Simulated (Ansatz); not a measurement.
`[CH3][Al]([NH2])[C](=N)F`, one more setting.

```yaml
crystal:
  periodic: [false, false, false]
  atoms:
    - {symbol: C, position_ang: [-1.245497, -1.404701, 1.187444]}
    - {symbol: Al, position_ang: [0.209395, -0.356597, -0.007224]}
    - {symbol: N, position_ang: [1.715189, -0.696801, -0.383507]}
    - {symbol: C, position_ang: [-0.266289, 1.523765, -0.795269]}
    - {symbol: N, position_ang: [0.434677, 2.076131, -1.403092]}
    - {symbol: F, position_ang: [-1.436222, 1.932166, -0.702259]}
    - {symbol: H, position_ang: [-0.633933, -2.073506, 1.414509]}
    - {symbol: H, position_ang: [-2.213371, -1.449096, 0.648493]}
    - {symbol: H, position_ang: [-1.742142, -1.109474, 2.052640]}
    - {symbol: H, position_ang: [2.740003, -0.113016, -0.765555]}
    - {symbol: H, position_ang: [2.017695, -1.502230, 0.150287]}
    - {symbol: H, position_ang: [0.088930, 3.053282, -1.678637]}
basis:
  gaussian: {orbitals: STO-3G}
hamiltonian: {xc: {name: HF}}
correlation: {method: bccd_t}
```

```sh
$ ansatz run in.yaml --threads 4 --pin off --events-out ev --progress --plain --max-ram 10444MiB
```

Output, abridged:

```
Functional definition: HF
532 factors; integrals over basis functions are off by at most 4.4e-5 eV
mean field evaluation 1: about -14217.0197 eV, gradient 3.1e1 eV
mean field evaluation 2: about -14217.2158 eV, gradient 3.1e1 eV
mean field evaluation 4: about -14220.3249 eV, gradient 2.3e0 eV
mean field evaluation 8: about -14220.3550 eV, gradient 3.0e-4 eV
mean field -14220.35496478 eV, -522.5884060530 hartree, gradient 2.1e-6 eV, S^2 0.000000; 0 other end points of the search recorded, 0 dependent functions left out
10 core orbitals not correlated: weight in the atoms' cores, before any rotation towards them, 0.999 or more for the frozen orbitals, at most 0.000 for the correlated occupied ones
reference -14220.35496478 eV, -522.5884060530 hartree; 17, 17 occupied and 13, 13 virtual orbitals, 532 factors
second order -6.61801527 eV of doubles, -0.00000000 eV of singles
cycle   1  -7.68422278 eV  change    -1.1e0 eV  update   1.0e-1
cycle   2  -8.19411677 eV  change   -5.1e-1 eV  update   3.6e-2
cycle   3  -8.31013824 eV  change   -1.2e-1 eV  update   1.5e-2
cycle   4  -8.31458908 eV  change   -4.5e-3 eV  update   4.1e-3
cycle   5  -8.31345084 eV  change    1.1e-3 eV  update   1.3e-3
cycle   6  -8.31270812 eV  change    7.4e-4 eV  update   4.8e-4
cycle   7  -8.31237787 eV  change    3.3e-4 eV  update   1.6e-4
cycle   8  -8.31229462 eV  change    8.3e-5 eV  update   6.5e-5
cycle   9  -8.31229884 eV  change   -4.2e-6 eV  update   2.3e-5
perturbative correction -0.20037195 eV, -0.0073635335 hartree
Total energy: -14228.86763558 eV, -522.9012409347 hartree
```

Run time 0.35 s (4 threads of an Arm Neoverse V2 on a shared host); peak host memory 0.09 GiB.
